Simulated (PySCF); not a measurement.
Simulated C 1s region for `c1c(O)c[se]n1`, binding energy against the vacuum level.

Every computed line was given a Gaussian of 0.4 eV full width at half maximum and an area set by the number of equivalent atoms; the highest printed point is 100. Level of theory: delta-SCF UKS SCAN, pcX-2 on the ionised atom, pcseg-1 elsewhere, spin-free X2C in PySCF 2.14.0.

```tsv
binding energy (eV)	intensity
290.2	0
290.3	1
290.4	6
290.5	21
290.6	50
290.7	84
290.8	100
290.9	86
291.0	60
291.1	51
291.2	69
291.3	94
291.4	98
291.5	72
291.6	38
291.7	14
291.8	4
291.9	2
292.0	5
292.1	17
292.2	43
292.3	77
292.4	99
292.5	89
292.6	57
292.7	26
292.8	8
292.9	2
293.0	0
```

How many maxima does the curve show, and how many computed lines lie under it?

The curve has 3 maxima (at 290.8, 291.4 and 292.4 eV). Under it lie 3 lines from 3 inequivalent carbon sites.

Decompose the envelope and assign each component. Numbering: `[OH:1][c:2]1[cH:3][n:4][se:5][cH:6]1`.

```tsv
position (eV)	relative area	line	atoms	environment
290.80	1	C 1s	C6	aromatic CH carbon
291.36	1	C 1s	C3	aromatic CH next to a ring nitrogen
292.42	1	C 1s	C2	aromatic carbon bearing oxygen
```

What are the centre and the root-mean-square width of the whole band?

The area-weighted mean of the lines is 291.53 eV. Their own spread about it is 0.67 eV (rms) and each Gaussian has σ = 0.4/2.355 = 0.17 eV; the variances add, which gives 0.69 eV.

Lowest listed C 1s: C6, bonded to Se (aromatic in the SMILES), C (aromatic in the SMILES) and H. Highest, 1.62 eV above it: C2, bonded to O and 2 C (aromatic in the SMILES). Summing the Pauling electronegativity differences to the bonded atoms, each weighted by its formal bond order, gives -0.35 for the lowest site and +0.89 for the highest; no listed site has a larger sum than the highest.

No satellites, vibrations or lifetime broadening are included. One conformer (not necessarily the lowest) at the PBE0-D3(BJ)/def2-SVP geometry, without solvent, vibrations or thermal averaging.

Conformer computed: `[OH:1][c:2]1[cH:3][n:4][se:5][cH:6]1`: H–O1–C2–C3 180°.
